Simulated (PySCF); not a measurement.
Species: C7H5FO2.
Numbering: `[O:1]=[C:2]([OH:3])[c:4]1[cH:5][cH:6][cH:7][cH:8][c:9]1[F:10]` (hydrogens: H11 on O3; H12 on C5; H13 on C6; H14 on C7; H15 on C8)

The same species was optimised twice, with GFN2-xTB and with PBE0-D3(BJ)/def2-SVP (PySCF), and the same property calculations (PySCF, gas phase) were run on both structures.

| coordinate | GFN2-xTB | PBE0-D3(BJ)/def2-SVP | change |
| --- | --- | --- | --- |
| C9–F10 (Å) | 1.341 | 1.324 | -0.017 |
| C6–C7 (Å) | 1.387 | 1.396 | +0.009 |
| C5–C6 (Å) | 1.380 | 1.388 | +0.008 |
| C7–C8 (Å) | 1.383 | 1.390 | +0.007 |
| C4–C9 (Å) | 1.394 | 1.401 | +0.007 |
| C4–C5 (Å) | 1.396 | 1.403 | +0.007 |
| C8–C9 (Å) | 1.385 | 1.392 | +0.007 |
| C2–C4 (Å) | 1.485 | 1.488 | +0.003 |
| C2–O3 (Å) | 1.334 | 1.334 | 0.000 |
| O1=C2 (Å) | 1.206 | 1.206 | 0.000 |
| C2–C4–C9 (°) | 124.5 | 125.5 | +1.0 |
| C2–C4–C5 (°) | 117.5 | 116.7 | -0.8 |
| C5–C6–C7 (°) | 119.9 | 119.4 | -0.5 |
| C4–C5–C6 (°) | 121.1 | 121.5 | +0.4 |
| O3–C2–C4 (°) | 114.1 | 114.4 | +0.3 |
| O1–C2–C4 (°) | 123.4 | 123.2 | -0.2 |
| C5–C4–C9 (°) | 118.0 | 117.9 | -0.1 |
| C6–C7–C8 (°) | 120.2 | 120.3 | +0.1 |
| O1–C2–C4–C5 (°) | 0 | -1 | -1 |

Rotational constants: A = 2317, B = 1225, C = 801.3 MHz (GFN2-xTB) against A = 2303, B = 1215, C = 795.5 MHz (PBE0-D3(BJ)/def2-SVP). Point groups within 0.08 Å: Cs and Cs.

On the GFN2-xTB structure: HOMO (eV) -7.64 [PBE0/pcSseg-1]; LUMO (eV) -1.63 [PBE0/pcSseg-1]; dipole (D) 1.89 [PBE0/pcSseg-1]; GIAO shielding of O1 (ppm) -81.0 [PBE0/pcSseg-1]; GIAO shielding of C2 (ppm) 17.3 [PBE0/pcSseg-1]; GIAO shielding of O3 (ppm) 126.7 [PBE0/pcSseg-1]; GIAO shielding of C4 (ppm) 65.9 [PBE0/pcSseg-1]; GIAO shielding of C5 (ppm) 45.5 [PBE0/pcSseg-1]; GIAO shielding of C6 (ppm) 58.1 [PBE0/pcSseg-1]; GIAO shielding of C7 (ppm) 45.4 [PBE0/pcSseg-1]; GIAO shielding of C8 (ppm) 64.0 [PBE0/pcSseg-1].

Task: What do these properties become on the PBE0-D3(BJ)/def2-SVP structure?

Result: 
```
                                    property          level  on GFN2-xTB  on PBE0-D3(BJ)/def2-SVP  change
                                   HOMO (eV)  PBE0/pcSseg-1        -7.64                    -7.60   +0.04
                                   LUMO (eV)  PBE0/pcSseg-1        -1.63                    -1.65   -0.02
                                  dipole (D)  PBE0/pcSseg-1         1.89                     1.87   -0.02
energy, GFN2-xTB geometry as zero (kcal/mol)  PBE0/pcSseg-1          0.0                     -0.5    -0.5
                  GIAO shielding of O1 (ppm)  PBE0/pcSseg-1        -81.0                    -77.2    +3.8
                  GIAO shielding of C2 (ppm)  PBE0/pcSseg-1         17.3                     16.7    -0.6
                  GIAO shielding of O3 (ppm)  PBE0/pcSseg-1        126.7                    122.9    -3.8
                  GIAO shielding of C4 (ppm)  PBE0/pcSseg-1         65.9                     64.9    -1.0
                  GIAO shielding of C5 (ppm)  PBE0/pcSseg-1         45.5                     42.6    -2.9
                  GIAO shielding of C6 (ppm)  PBE0/pcSseg-1         58.1                     56.2    -1.9
                  GIAO shielding of C7 (ppm)  PBE0/pcSseg-1         45.4                     43.1    -2.3
                  GIAO shielding of C8 (ppm)  PBE0/pcSseg-1         64.0                     62.4    -1.6
```

The heavy atoms differ by 0.017 Å rms after alignment. Among bonds between heavy atoms C9–F10 changes most (-0.017 Å). Changes are differences of the printed values. Neither structure is proved a minimum here.

Conformer computed: `[O:1]=[C:2]([OH:3])[c:4]1[cH:5][cH:6][cH:7][cH:8][c:9]1[F:10]`: O1–C2–C4–C5 -1°, H–O3–C2–O1 0°.
